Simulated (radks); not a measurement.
Problem. The table gives one normalised radial function P(r) = r R(r) (large component) of Au2+ in [Kr] 4d10 4f14 5s2 5p5.75 5d9.25 (r in bohr). Method: Dirac Kohn-Sham, PBE, spin-unpolarised, spherical densities, point nucleus; open shells are shared between the two j in proportion to 2j + 1; computed with a radial shooting solver on a logarithmic mesh with Libxc functionals.

r           P
0.00158    0.0034
0.002142   0.0059
0.002903   0.0102
0.003966   0.0177
0.005375   0.0300
0.007284   0.0496
0.009872   0.0798
0.01338    0.1234
0.01813    0.1802
0.02457    0.2423
0.0333     0.2870
0.04514    0.2729
0.06117    0.1518
0.08357   -0.0925
0.1133    -0.3438
0.1535    -0.3859
0.208     -0.0578
0.2819     0.4422
0.3821     0.5753
0.5178     0.0474
0.7018    -0.7402
0.9512    -1.1215
1.289     -0.9061
1.747     -0.4584
2.387     -0.1392
3.235     -0.0246
4.384     -0.0021
5.941     -0.0001
8.052     0.0000

Which n and l does it have? It may be an empty orbital.

Solution. n = 5, l = 1: the number of nodes gives n - l - 1 = 3, the rise at small r points to l (this Dirac orbital starts as r^gamma with gamma = sqrt((l + 1)^2 - (Z/c)^2) = 1.92; the j = 3/2 orbital of l + 1 starts with the same power, but with a smaller coefficient, and then steepens), and the extent must fit the shell. The curve is that of 5p3/2; the two j differ most near the nucleus, where j = l - 1/2 has the larger amplitude, and in heavy atoms j = l - 1/2 is also the more compact. 5p3/2: eigenvalue -77.198 eV, 3 radial nodes at r = 0.0752, 0.216, 0.527 bohr, <r> = 1.10 bohr, 90 % of the charge inside 1.59 bohr.
